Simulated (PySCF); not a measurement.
Ga(H)2(SiMe3), C3H11GaSi, SMILES C[Si](C)([GaH2])C, GFN2-xTB optimised geometry.

```
16

Ga    -1.57    -0.02     0.00
H     -2.55     1.28     0.00
H     -2.56    -1.31    -0.05
Si     0.87    -0.02     0.00
C      1.48    -1.55    -0.99
C      1.56    -0.09     1.79
C      1.47     1.59    -0.86
H      2.56    -1.67    -0.95
H      1.03    -2.45    -0.59
H      1.19    -1.47    -2.03
H      1.22    -0.98     2.30
H      1.21     0.77     2.36
H      2.65    -0.09     1.82
H      0.99     2.45    -0.40
H      1.18     1.59    -1.91
H      2.54     1.73    -0.81
```

Density from PBE0/def2-TZVP in PySCF at that geometry.

Minimum of the electron density along straight lines between bonded atoms, close to the bond critical point (lines longer than 1.1 times the sum of covalent radii, or with two minima, are not listed):

```json
[
 {"bond": "Ga1–H2", "length / Å": "1.629", "ρ at the minimum / e bohr⁻³": "0.103", "∇²ρ there / e bohr⁻⁵": "0.12", "position (fraction from the first atom)": "0.59"},
 {"bond": "Ga1–H3", "length / Å": "1.629", "ρ at the minimum / e bohr⁻³": "0.103", "∇²ρ there / e bohr⁻⁵": "0.12", "position (fraction from the first atom)": "0.59"},
 {"bond": "Ga1–Si4", "length / Å": "2.437", "ρ at the minimum / e bohr⁻³": "…", "∇²ρ there / e bohr⁻⁵": "-0.08", "position (fraction from the first atom)": "0.48"},
 {"bond": "Si4–C5", "length / Å": "1.921", "ρ at the minimum / e bohr⁻³": "0.113", "∇²ρ there / e bohr⁻⁵": "0.14", "position (fraction from the first atom)": "0.39"},
 {"bond": "Si4–C6", "length / Å": "1.922", "ρ at the minimum / e bohr⁻³": "0.112", "∇²ρ there / e bohr⁻⁵": "…", "position (fraction from the first atom)": "0.39"},
 {"bond": "Si4–C7", "length / Å": "1.920", "ρ at the minimum / e bohr⁻³": "0.113", "∇²ρ there / e bohr⁻⁵": "0.14", "position (fraction from the first atom)": "0.39"},
 {"bond": "C5–H8", "length / Å": "1.086", "ρ at the minimum / e bohr⁻³": "0.275", "∇²ρ there / e bohr⁻⁵": "-0.92", "position (fraction from the first atom)": "0.64"},
 {"bond": "C5–H9", "length / Å": "1.088", "ρ at the minimum / e bohr⁻³": "0.274", "∇²ρ there / e bohr⁻⁵": "-0.91", "position (fraction from the first atom)": "0.64"},
 {"bond": "C5–H10", "length / Å": "1.088", "ρ at the minimum / e bohr⁻³": "0.274", "∇²ρ there / e bohr⁻⁵": "-0.91", "position (fraction from the first atom)": "0.64"},
 {"bond": "C6–H11", "length / Å": "1.088", "ρ at the minimum / e bohr⁻³": "0.274", "∇²ρ there / e bohr⁻⁵": "-0.91", "position (fraction from the first atom)": "0.64"},
 {"bond": "C6–H12", "length / Å": "1.088", "ρ at the minimum / e bohr⁻³": "0.274", "∇²ρ there / e bohr⁻⁵": "-0.91", "position (fraction from the first atom)": "0.64"},
 {"bond": "C6–H13", "length / Å": "1.086", "ρ at the minimum / e bohr⁻³": "0.275", "∇²ρ there / e bohr⁻⁵": "-0.92", "position (fraction from the first atom)": "0.64"},
 {"bond": "C7–H14", "length / Å": "1.088", "ρ at the minimum / e bohr⁻³": "0.274", "∇²ρ there / e bohr⁻⁵": "-0.91", "position (fraction from the first atom)": "0.64"},
 {"bond": "C7–H15", "length / Å": "1.088", "ρ at the minimum / e bohr⁻³": "0.274", "∇²ρ there / e bohr⁻⁵": "-0.91", "position (fraction from the first atom)": "0.64"},
 {"bond": "C7–H16", "length / Å": "1.086", "ρ at the minimum / e bohr⁻³": "0.275", "∇²ρ there / e bohr⁻⁵": "-0.92", "position (fraction from the first atom)": "0.64"}
]
```

**Question.** What belongs in the gaps?

**Answer.** 
- Ga1–Si4, ρ at the minimum / e bohr⁻³: 0.079
- Si4–C6, ∇²ρ there / e bohr⁻⁵: 0.13
